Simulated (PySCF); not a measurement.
C₃H₁₂Si₂, SMILES C[SiH2]C[SiH2]C, GFN2-xTB optimised geometry.

```
17

Si    -1.43    -0.25     1.81
C     -2.31    -1.02     0.32
C      0.45    -0.27     1.54
Si     1.08     0.65     0.00
C      2.98     0.65     0.00
H     -1.75    -1.02     3.03
H     -1.90     1.13     2.00
H     -1.96    -2.04     0.14
H     -3.38    -1.07     0.48
H     -2.13    -0.44    -0.58
H      0.93     0.17     2.43
H      0.79    -1.30     1.50
H      0.61    -0.03    -1.22
H      0.60     2.04     0.00
H      3.38    -0.36    -0.01
H      3.38     1.14     0.88
H      3.38     1.16    -0.87
```

Density from PBE0/def2-SVP (PySCF) at that geometry.

Minimum of the electron density along straight lines between bonded atoms, close to the bond critical point (lines longer than 1.1 times the sum of covalent radii, or with two minima, are not listed):

```tsv
bond	length / Å	ρ at the minimum / e bohr⁻³	∇²ρ there / e bohr⁻⁵	position (fraction from the first atom)
Si1–C2	1.896	0.111	0.32	0.38
Si1–C3	1.901	0.109	0.31	0.38
C3–Si4	1.902	0.109	0.31	0.62
Si4–C5	1.900	0.111	0.31	0.38
Si1–H6	1.473	0.115	0.31	0.49
Si1–H7	1.469	0.116	0.33	0.49
C2–H8	1.086	0.271	-0.97	0.62
C2–H9	1.086	0.272	-0.97	0.62
C2–H10	1.086	0.272	-0.97	0.62
C3–H11	1.090	0.266	-0.92	0.62
C3–H12	1.091	0.266	-0.91	0.62
Si4–H13	1.470	0.116	0.32	0.49
Si4–H14	1.470	0.116	0.32	0.49
C5–H15	1.086	0.271	-0.97	0.62
C5–H16	1.086	0.271	-0.97	0.62
```
